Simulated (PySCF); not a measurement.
This PySCF input asks for the NMR shieldings of `InChI=1S/C5H8OSSi/c1-2-3-5-4-6-8-7-5/h5H,4,8H2,1H3/t5-/m1/s1`; the geometry comes from GFN2-xTB.

```python
import basis_set_exchange as bse
import numpy as np
from pyscf import gto, dft
from pyscf.prop import nmr

atoms = """
C    -3.120517   -0.262736   -0.062623
C    -1.778206    0.197768   -0.334463
C    -0.676152    0.585145   -0.607431
C     0.676309    1.038300   -0.819922
C     1.655326   -0.135124   -0.918292
O     1.903398   -0.681524    0.345060
Si    1.867008    0.303838    1.637977
S     1.215768    2.072095    0.613849
H    -3.333178   -0.172918    1.002300
H    -3.840374    0.337033   -0.618734
H    -3.224210   -1.306558   -0.358209
H     0.738401    1.675465   -1.704517
H     1.234339   -0.924577   -1.549147
H     2.600728    0.208693   -1.354467
H     0.873742   -0.210286    2.562166
H     3.200019    0.551815    2.155043
"""
names = dict.fromkeys(["C", "O", "Si", "S", "H"], "pcSseg-1")
basis = {el: gto.basis.parse(bse.get_basis(n, elements=[el], fmt="nwchem")) for el, n in names.items()}
mol = gto.M(atom=atoms, basis=basis, charge=0, verbose=0)
mf = dft.RKS(mol, xc="PBE0")
mf.grids.level = 2
mf.grids.alignment = dft.numint.BLKSIZE   # the property module wants whole blocks of grid points
mf.conv_tol = 1e-9
mf.kernel()

calc = nmr.RKS(mf)   # GIAO
C = mf.mo_coeff
Co = C[:, mf.mo_occ > 0]
resp = mf.gen_response(singlet=True, hermi=2)
def vind(x):   # induced exchange potential for any number of trial vectors
    d = np.einsum("pi,xij,qj->xpq", C, 2 * x.reshape(-1, C.shape[1], Co.shape[1]), Co, optimize=True)
    return np.einsum("xpq,pi,qj->xij", resp(d - d.transpose(0, 2, 1)), C, Co, optimize=True).ravel()
mo1, _ = nmr.rhf.solve_mo1(calc, with_cphf=vind)
sigma = calc.kernel(mo1)
for i, s in enumerate(sigma):   # ppm
    w = np.linalg.eigvalsh((s + s.T) / 2)
    print("%2d %-2s iso %8.1f  s11 %8.1f  s22 %8.1f  s33 %8.1f" % (i, mol.atom_pure_symbol(i), w.mean(), *w))
```

Task: Give the expected output.

Result: 
```
 0 C  iso    181.9  s11    174.4  s22    174.9  s33    196.5
 1 C  iso     95.9  s11     14.1  s22     33.1  s33    240.5
 2 C  iso    100.9  s11     -2.2  s22     23.0  s33    282.0
 3 C  iso    144.4  s11    120.5  s22    155.2  s33    157.4
 4 C  iso    109.8  s11     79.7  s22    113.8  s33    135.8
 5 O  iso    301.9  s11    250.8  s22    269.1  s33    385.9
 6 Si iso    346.4  s11    301.5  s22    335.2  s33    402.4
 7 S  iso    571.6  s11    371.7  s22    478.5  s33    864.6
 8 H  iso     29.7  s11     24.3  s22     28.5  s33     36.2
 9 H  iso     29.7  s11     24.3  s22     27.8  s33     36.9
10 H  iso     29.7  s11     24.4  s22     28.0  s33     36.8
11 H  iso     27.9  s11     22.7  s22     26.0  s33     35.0
12 H  iso     27.2  s11     23.0  s22     26.2  s33     32.5
13 H  iso     27.9  s11     22.5  s22     26.2  s33     34.8
14 H  iso     26.1  s11     22.8  s22     23.3  s33     32.3
15 H  iso     26.2  s11     22.6  s22     23.0  s33     32.9
```

These numbers come from an equivalent density-fitted implementation of the same equations, which agrees with the script to about 0.01 ppm for H and up to a few tenths of a ppm for heavy atoms, so last digits may differ.

Task: Turn these shieldings into chemical shifts. Referencing at the same level of theory: 13C (σ = 186.93 ppm), 29Si (σ = 349.16 ppm), 1H (σ = 31.72 ppm) vs TMS; H2O for 17O (σ = 336.08 ppm); 33S (σ = 503.73 ppm) against CS2.

Result: Averaging equivalent atoms: C 1: 91.0; C 2: 86.0; C 4: 77.1; C 3: 42.5; C 0: 5.0; O 5: 34.1; Si 6: 2.8; S 7: -68; H 14: 5.57; H 15: 5.56; H 12: 4.49; H 13: 3.86; H 11: 3.82; H 8/9/10: 2.04 ppm. Experimental scales use liquid or dissolved standards, which lie at an offset from isolated H2O (liquid H2O: subtract about 36 ppm).

Size and cost of the density-fitted run: 190 basis functions, 43 s wall time on 1 thread of an Arm Neoverse V1, shared host; peak memory 0.84 GiB.
